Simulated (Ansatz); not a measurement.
C3H6NO, SMILES N(C)([CH2])C=O, multiplicity 2.

The structure is a stationary point at PBE0-D3(BJ)/def2-SVP. The isomer is the one that the SMILES or the coordinates give; other isomers of the formula were not compared. One conformer was computed; it need not be the lowest.

Two levels are set side by side: PBE/def2-SVPD (Ansatz, a quantum-chemistry and plane-wave program) and PBE0/def2-SVPD (Ansatz). Energy differences of separate SCF runs at the same geometry; the states with an electron removed or added have multiplicity 1 and 1. Differences are taken from unrounded values.

```csv
quantity,PBE0
vertical ionisation energy (eV),7.44
```

What does PBE give, and how far is it from PBE0? (An estimate is asked for; the answer gives what the named calculation found.)


```tsv
quantity	PBE	PBE minus PBE0
vertical ionisation energy (eV)	7.35	-0.09
```

Here PBE gives about what the other level gives.
